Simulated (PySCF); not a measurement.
C2H7NSi2, SMILES [SiH3][C@H]1N=C[SiH2]1.

The structure is a stationary point at ωB97X-D3(BJ)/def2-SVP. The structure was generated by enumeration; whether it is a known compound was not checked.

Level of theory: SMD-PBE0/def2-SVP (PySCF).

Solvation free energies are E(SMD) − E(gas) at the gas-phase geometry, for 1 M in both phases. In vacuum the dipole moment is 1.77 D.

Task: Estimate the solvation free energies in water, chloroform, dichloromethane. (An estimate is asked for; the answer gives what the named calculation found.)

Result: 
| solvent | ΔG(solv) (kcal/mol) | its non-electrostatic (CDS) part | dipole (D) |
|---|---|---|---|
| water | 0.9 | 4.5 | 2.46 |
| chloroform | -2.2 | 0.3 | 2.23 |
| dichloromethane | -2.5 | 0.4 | 2.33 |
